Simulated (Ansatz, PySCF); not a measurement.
Reaction (SMILES): C=CC[SiH3] → C=C[CH][SiH3] + H atom (the C-H bond at the site shown breaks; other sites are not compared here)
Geometries: B3LYP-D3(BJ)/def2-TZVP minima from Ansatz (a quantum-chemistry and plane-wave program), one conformer each, not searched for the lowest. Markedly spin-contaminated UHF reference, which strains HF, MP2 and, less, CCSD(T): C=C[CH][SiH3].
Geometry of the first species:
```xyz
12

C     -2.1517     0.1281     0.6809
C     -1.0138    -0.5534     0.6094
C     -0.1038    -0.6009    -0.5756
Si     1.4535     0.4382    -0.3041
H     -2.7469     0.1415     1.5844
H     -2.5278     0.6958    -0.1630
H     -0.6780    -1.1031     1.4849
H      0.2133    -1.6284    -0.7800
H     -0.6106    -0.2323    -1.4713
H      1.0901     1.8687    -0.1801
H      2.1380     0.0087     0.9393
H      2.3892     0.2719    -1.4439
```

Quantity: bond dissociation energy (enthalpy at 298 K, with B3LYP-D3(BJ) rigid-rotor harmonic-oscillator terms from PySCF), in kcal/mol. Valence correlation only, unless marked. Open shells are spin-unrestricted. No spin-orbit coupling. No relativistic terms. CBS(X,Y): correlation extrapolated as X^-3; Hartree-Fock from the larger set.

CCSD(T)/CBS(aug-cc-pV(T+d)Z,aug-cc-pV(Q+d)Z) (Ansatz) gives 85.8 kcal/mol.

Task: Another calculation gave 78.5 kcal/mol. Which level was it?
(A) CAM-B3LYP/def2-TZVPD (Ansatz)
(B) r2SCANh/def2-TZVPD (Ansatz)
(C) wB97M-V/def2-TZVPD (Ansatz)
(D) SVWN5/def2-TZVPD (Ansatz)

Result: B, r2SCANh/def2-TZVPD (Ansatz). The others give 82.4 (CAM-B3LYP), 91.3 (SVWN5), 85.0 (wB97M-V) kcal/mol.
